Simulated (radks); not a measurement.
Ho IV, configuration [Xe] 4f8 6s2 (not the ground configuration).

Calculated with a radial shooting solver on a logarithmic mesh with Libxc functionals: Dirac Kohn-Sham, PBEsol, spin-unpolarised, spherical densities, point nucleus; open shells fill j = l - 1/2 first.

Energy parts (hartree):
| part | energy |
|---|---|
| total | -12621.3668 |
| kinetic | 13890.7276 |
| electron-nucleus | -31054.9128 |
| Hartree | 4808.1006 |
| exchange-correlation | -265.2822 |

Orbitals (lengths in bohr, moments of r in powers of bohr; <r^-3> diverges for s and p1/2):
orbital  occ.  eigenvalue (hartree)      <r>  <r^-3>  small-component weight
1s1/2       2             -2038.489  0.02074       -                6.27e-02
2s1/2       2             -342.5649  0.08756       -                1.40e-02
2p1/2       2             -326.1406  0.07292       -                1.40e-02
2p3/2       4             -294.6742  0.08009   11580                1.29e-02
3s1/2       2             -78.24330   0.2295       -                4.48e-03
3p1/2       2             -71.06091   0.2192       -                4.42e-03
3p3/2       4             -64.49239   0.2328    2506                4.10e-03
3d3/2       4             -52.17449   0.2055   425.2                3.99e-03
3d5/2       6             -50.73997   0.2097   373.3                3.90e-03
4s1/2       2             -17.16268   0.5168       -                1.45e-03
4p1/2       2             -14.30653   0.5259       -                1.37e-03
4p3/2       4             -12.81067   0.5561   571.8                1.26e-03
4d3/2       4              -8.10033   0.5828   83.71                1.09e-03
4d5/2       6              -7.82540   0.5932   72.37                1.06e-03
5s1/2       2              -3.48816    1.204       -                3.40e-04
5p1/2       2              -2.63944    1.317       -                2.84e-04
5p3/2       4              -2.40123    1.397   90.57                2.55e-04
4f5/2       6              -2.12838   0.7115   11.93                7.04e-04
4f7/2       2              -2.08493   0.7195   11.50                6.92e-04
6s1/2       2              -1.03490    2.766       -                7.65e-05

The highest occupied level is 6s1/2 at -28.161 eV. Summed over all electrons, <r^2> = 45.74 bohr^2, which gives a Langevin (diamagnetic) susceptibility term of -36.2 x 10^-6 cm^3/mol.
